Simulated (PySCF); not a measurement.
# Which determinant of InCl lies lowest?

Unrestricted PBE0; PySCF, scalar-relativistic core potentials, basis sets In cc-pVTZ-PP with ECP28, Cl cc-pV(T+d)Z. Outer shells of the fragments: In 4d10 5s2 5p1; Cl 3s2 3p5.

Followed along the bond (rough minima from three points):

```
2Ms+1  unpaired  ⟨S²⟩ at the start  R at minimum (Å)  Te (eV)
    1      none               0.00              2.43     0.00
    3  σ ↑, π ↑               2.00              2.38     3.41
```

Solutions found at the starting distance of 2.360 Å, counted from the lowest of them; the search is not exhaustive and high or unbound solutions are not listed, so other states can lie among these:

| 2Ms+1 | unpaired | term | E (eV) | ⟨S²⟩ | ⟨Lz²⟩ | μ (D) |
| --- | --- | --- | --- | --- | --- | --- |
| 1 | none | ¹Σ⁺ | 0.00 | 0.00 | 0.00 | -3.04 |
| 3 | σ ↑, π ↑ | ³Π | 3.39 | 2.00 | 1.00 | -2.17 |
| 1 | σ ↓, π ↑ | mixed | 3.88 | 1.01 | 1.00 | -1.70 |
| 3 | σ ↑↑ | ³Σ⁺ | 5.41 | 2.00 | 0.00 | -0.51 |
| 3 | π ↑↑ | mixed | 5.64 | 2.01 | 2.01 | 2.94 |
| 3 | π ↑↑ | mixed | 5.79 | 2.01 | 2.02 | 3.05 |
| 3 | σ ↑, π ↑ | ³Π | 7.33 | 2.01 | 1.01 | 3.22 |

A term symbol is given only where ⟨S²⟩ and ⟨Lz²⟩ are close to those of a pure state; real π, δ and φ orbitals otherwise mix terms. A positive dipole means In(−)Cl(+).

Spin–orbit coupling is left out. Counting both spins, an empty level lies below a filled one in some of these solutions, because spin and occupation are held.
